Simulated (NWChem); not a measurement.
C6H5, doublet; SMILES [c]1ccccc1

```xyz
11

C      0.0000     0.0000    -1.3982
C      1.2260     0.0000    -0.7721
C      1.2128     0.0000     0.6297
C      0.0000     0.0000     1.3211
C     -1.2128     0.0000     0.6297
C     -1.2260     0.0000    -0.7721
H      2.1681     0.0000    -1.3270
H      2.1580     0.0000     1.1801
H      0.0000     0.0000     2.4136
H     -2.1580     0.0000     1.1801
H     -2.1681     0.0000    -1.3270
```
Atoms are numbered in this order, from 1.

Results from NWChem. Spin-unrestricted. In the optimisation the excess spin sits in a1 (C2v, its own frame). The geometry was optimised at PBE0/def2-SVP, spin-unrestricted. Not confirmed as a minimum by frequencies. No stability test was run on the SCF state. Level: B3LYP/def2-SVP with SMD (1 M gas to 1 M solution), gas-phase geometry. Reactions with the solvent are ignored.

```csv
solvent,dielectric constant,solvation free energy (kcal/mol),cavity-dispersion-structure term (kcal/mol),dipole in solution (D)
water,78.4,…,…,1.24
diethyl ether,4.24,-4.8,-2.5,1.11
cyclohexanone,15.6,-4.1,-1.2,1.21
benzene,2.27,-5.1,-3.5,1.02
chlorobenzene,5.70,-5.7,-3.2,1.14
```

Complete the blanks.


- water, solvation free energy (kcal/mol): -0.2
- water, cavity-dispersion-structure term (kcal/mol): 2.9
